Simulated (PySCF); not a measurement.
SiF₂HI, SMILES F[SiH](F)I. Geometry optimised at B3LYP-D3(BJ)/def2-SVP. The def2 effective core potentials stand for the cores of I; spin–orbit coupling is left out.

Computed equilibrium geometry at B3LYP-D3(BJ)/def2-SVP (PySCF confirms it by a frequency run) as bond lengths and angles, and its point group:
point group Cs.
Atoms: Si1 F2 F3 I4 H5. Bonds (Å): Si1–F2 1.610, Si1–F3 1.610, Si1–I4 2.428, Si1–H5 1.472. Angles (°): F2–Si1–F3 107.2, F2–Si1–I4 109.2, F2–Si1–H5 109.6, F3–Si1–I4 109.2, F3–Si1–H5 109.6, I4–Si1–H5 111.9.
Charge 0, spin multiplicity 1.
